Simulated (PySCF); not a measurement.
Geometry:
```csv
atom,x (Å),y (Å),z (Å)
Si1,-2.018,0.787,1.034
N2,-1.156,-0.378,0.036
Si3,-1.952,-1.378,-1.175
C4,0.228,-0.531,0.244
C5,1.134,-1.009,-0.760
C6,2.429,-1.060,-0.322
S7,2.578,-0.520,1.297
C8,0.889,-0.233,1.418
H9,-1.301,2.096,1.006
H10,-2.118,0.345,2.460
H11,-3.392,0.921,0.476
H12,-3.420,-1.202,-0.994
H13,-1.585,-0.979,-2.569
H14,-1.568,-2.809,-0.990
H15,0.835,-1.286,-1.772
H16,3.309,-1.375,-0.881
H17,0.463,0.118,2.356
```

Geometry: PBE0-D3(BJ)/def2-SVP; GIAO shifts from PySCF 2.14.0 with density-fitted response routines, gas phase, non-relativistic, averaged over equivalent atoms.

At PBE0/pcSseg-1 (202 basis functions, 56 s wall time on 1 thread of an x86-64 server CPU, shared host):
```json
{"atoms": "Si1/Si3", "δ (ppm)": "-46.2"}
{"atoms": "N2", "δ (ppm)": "40.8"}
{"atoms": "C4", "δ (ppm)": "152.6"}
{"atoms": "C6", "δ (ppm)": "133.0"}
{"atoms": "C5", "δ (ppm)": "125.2"}
{"atoms": "C8", "δ (ppm)": "111.6"}
{"atoms": "S7", "δ (ppm)": "192.8"}
{"atoms": "H16", "δ (ppm)": "7.08"}
{"atoms": "H15", "δ (ppm)": "7.01"}
{"atoms": "H17", "δ (ppm)": "6.33"}
{"atoms": "H9/H10/H11/H12/H13/H14", "δ (ppm)": "4.89"}
```

Scale: $^{29}$Si (σ = 351.99 ppm), $^{13}$C (σ = 184.41 ppm), $^{1}$H (σ = 31.27 ppm) vs TMS; $^{15}$N (σ = 265.67 ppm) vs NH3; $^{33}$S (σ = 495.66 ppm) vs CS2 (reference shieldings calculated alike).

Predict the values at wB97X-D/pcSseg-1 on the same geometry.

## Answers


| atoms | δ at wB97X-D/pcSseg-1 | change |
| --- | --- | --- |
| Si1/Si3 | -45.2 | +1.0 |
| N2 | 36.6 | -4.2 |
| C4 | 154.2 | +1.6 |
| C6 | 136.0 | +3.0 |
| C5 | 126.2 | +1.0 |
| C8 | 113.5 | +1.9 |
| S7 | 192.8 | +0.0 |
| H16 | 7.15 | +0.07 |
| H15 | 6.99 | -0.02 |
| H17 | 6.38 | +0.05 |
| H9/H10/H11/H12/H13/H14 | 4.80 | -0.09 |

Referencing at the same level of theory: $^{29}$Si (σ = 352.93 ppm) and $^{13}$C (σ = 184.54 ppm) and $^{1}$H (σ = 31.38 ppm) against TMS; NH3 for $^{15}$N (σ = 263.98 ppm); CS2 for $^{33}$S (σ = 493.71 ppm).

The largest change is at N2 (aniline-type nitrogen). Cost: 202 basis functions, 64 s wall time on 1 thread of an x86-64 server CPU, shared host. The order of the carbon signals is the same at both levels.

Experimental scales use liquid or dissolved standards, which lie at an offset from isolated NH3 (liquid NH3: subtract about 20 ppm).
